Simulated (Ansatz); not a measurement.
C3H6O, SMILES `C1COC1` (charge 0, multiplicity 1).

Z-matrix (Å, degrees):
```
C
H 1 1.0880
H 1 1.0880 2 109.29
C 1 1.5384 2 115.31 3 -131.73
H 4 1.0929 1 115.84 2 129.10
H 4 1.0930 5 109.21 1 132.91
O 4 1.4463 5 111.63 6 123.92
C 7 1.4463 4 91.71 5 118.94
H 8 1.0929 7 111.63 4 -118.94
H 8 1.0930 9 109.21 7 123.92
```
Charge 0, spin multiplicity 1.

Frozen-core energies in 6-31g from Ansatz (an electronic-structure program) at a geometry from B3LYP-D3(BJ)/def2-TZVP; the HF reference has <S^2> = 0.00 and the T1 diagnostic is 0.009.

| level | energy (Ha) |
|---|---|
| HF | -191.81609 |
| MP2 | -192.20266 |
| CCSD | -192.24036 |
| CCSD(T) | -192.25021 |

Problem. Estimate the energies of CCSDT and CCSDT(Q), and give each level's difference from CCSDT(Q).

Solution. 
| level | energy (Ha) | difference from CCSDT(Q) (mHa) |
|---|---|---|
| MP2 | -192.20266 | 49.22 |
| CCSD | -192.24036 | 11.52 |
| CCSD(T) | -192.25021 | 1.68 |
| CCSDT | -192.25087 | 1.01 |
| CCSDT(Q) | -192.25188 | 0.00 |
